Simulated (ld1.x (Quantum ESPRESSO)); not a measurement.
Ranking TM potentials for Tc

All share these settings but for the change named:

ld1.x (Quantum ESPRESSO) 7.5 input, shortened:

```
&input
   title='Tc', zed=43., rel=1, dft='PZ', iswitch=3,
   config='[Kr] 4d5 5s2 5p0'
 /
 &inputp
   pseudotype=2, tm=.true., lloc=0,
   nlcc=.true., new_core_ps=.true., rcore=2.25
 /
3
5P  2  1   0.00   0.00  2.95  2.95  0.0
4D  3  2   5.00   0.00  2.15  2.15  0.0
5S  1  0   2.00   0.00  2.95  2.95  0.0
 &test
   configts(1)='4d5 5s2 5p0'
 /
```

Test errors are all-electron minus pseudo excitation energies from the reference, over 4d5 5s1 5p0; 4d5 5s0 5p0; 4d4 5s0 5p0; 4d3 5s0 5p0; 4d5.5 5s1.5 5p0; 4d4 5s2 5p0; 4d6 5s0 5p0. None of these files shows a bound ghost.

The base gives 877.1 meV.

Of 6 variants that were run, those that failed, showed a ghost or another fault, or gave nearly equal values are left out.

A variant can come out equal or close to the base, since the largest error may sit in a test that the change hardly touches while other tests move.

(1) Rank these variants by their largest absolute test error, smallest first.
A. all radii but the core radius scaled by about 1.05 (s 3.10, p 3.10, d 2.26 bohr)
B. all radii but the core radius scaled by about 1.40 (s 4.12, p 4.12, d 3.00 bohr)
C. all radii but the core radius scaled by about 1.19 (s 3.52, p 3.52, d 2.56 bohr)

## Answers

(1) A (914.3 meV), C (1086.7 meV), B (1397.8 meV).
